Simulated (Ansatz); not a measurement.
Geometry optimisation, RKS PBE0/def2-SVP (Ansatz 0.2.0).

The input (input.yaml):

```yaml
crystal:
  periodic: [false, false, false]
  atoms:
    - { symbol: H, position_ang: [0.3671, 0.1556, -2.4362] }
    - { symbol: H, position_ang: [-0.1791, -0.312, -2.728] }
    - { symbol: F, position_ang: [-0.603, -0.9434, 1.938] }
    - { symbol: B, position_ang: [-0.0472, 0.0375, 1.2885] }
    - { symbol: F, position_ang: [-0.7368, 0.7219, 0.4263] }
    - { symbol: F, position_ang: [1.1991, 0.3404, 1.5114] }
basis:
  gaussian: { orbitals: def2-SVP }
hamiltonian:
  xc: pbe0
relax:
  f_tol: 0.02
  max_steps: 40
scf:
  lower_state_search: "off"
output:
  orbitals: {}
```

Launched with:

```bash
$ ansatz run input.yaml --threads 1 --pin off --max-ram 2048MiB --backend cpu --events-out ev --progress --plain --runs-dir out
```

Q: Where does it end, and by what steps?

A: It converged. The force dipped under the threshold on the way, but the program's further checks kept it going. After 36 steps the energy has fallen by 0.043 eV; H2 moved furthest, 0.96 Å.

```
step  energy less start (eV)  largest force component (eV/Å)  accepted
   0                  0.0000                           0.504       yes
   2                 -0.0128                           0.056       yes
   4                 -0.0138                           0.034       yes
   6                 -0.0171                           0.054       yes
   8                 -0.0189                           0.046       yes
  10                 -0.0237                           0.071       yes
  12                 -0.0307                           0.010       yes
  14                 -0.0309                           0.062       yes
  16                 -0.0056                           0.806        no
  18                 -0.0309                           0.203        no
  20                 -0.0322                           0.044       yes
  22                 -0.0325                           0.016       yes
  24                 -0.0330                           0.049       yes
  26                 -0.0336                           0.078       yes
  28                 -0.0284                           0.530        no
  30                 -0.0294                           0.353        no
  32                 -0.0374                           0.116       yes
  34                 -0.0395                           0.234       yes
  36                 -0.0433                           0.007       yes
```

```xyz
6
Properties=species:S:1:pos:R:3
H -0.156 0.096 -1.863
H 0.296 -0.513 -1.916
F -0.573 -1.070 1.165
B -0.034 0.103 0.941
F -0.791 1.117 0.597
F 1.259 0.267 1.076
```

Whether the end is a true minimum wasn't checked by a vibrational analysis.

Time of the run: 40 s on 1 thread of Arm Neoverse V2 (shared host), peak memory 0.11 GiB.
